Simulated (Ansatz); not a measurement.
Isolated molecules relaxed with PBE0-D4/def2-TZVP in Ansatz; ΔE leaves out vibrations. CBS: MP2 limit from def2 TZ/QZ plus the TZ coupled-cluster correction, frozen cores. Functionals use def2-TZVPP. B3LYP here is the variant with VWN-RPA as its local correlation; programs differ in this. For Ga outer-core shells are correlated without core-valence functions, which leaves a few kJ/mol of doubt a bond. Scalar relativity is left out up to krypton. Each species was taken in one conformer, which may not be the lowest.

Reaction (substitution at a C–Ga bond): `C[CH](F)[GaH][NH2]` + `[SiH3]S` → `CC(F)S[SiH3]` + `[NH2][GaH2]`

| level | ΔE (kJ/mol) | difference from CCSD(T)/CBS |
| --- | --- | --- |
| B3LYP-D4 | 11.6 | -3.9 |
| ωB97X-V | 9.2 | -6.3 |
| B2PLYP | 14.1 | -1.4 |
| PBE | 11.8 | -3.7 |
| r2SCAN | 9.6 | -5.9 |
| B3LYP | 16.3 | 0.8 |
| HF/def2-TZVPP | 12.5 | -3.0 |
| MP2/def2-TZVPP | 12.3 | -3.2 |
| CCSD/def2-TZVPP | 16.5 | 1.0 |
| CCSD(T)/def2-TZVPP | 14.2 | -1.3 |
| HF/def2-QZVPP | 11.9 | -3.6 |
| MP2/def2-QZVPP | 12.9 | -2.6 |
| SCS-MP2/def2-QZVPP | 13.3 | -2.2 |
| HF/CBS(def2) | 11.8 | -3.7 |
| MP2/CBS(def2) | 13.7 | -1.8 |
| CCSD/CBS(def2) | 17.8 | 2.3 |
| CCSD(T)/CBS | 15.5 | 0 |

Largest T1 diagnostic among the species: 0.014.

The D4 term adds −4.7 kJ/mol with B3LYP and −2.5 kJ/mol with PBE0; it sums over pairs of atoms, weighted by their polarisabilities, and B3LYP, whose exchange is more repulsive, gets the larger term.
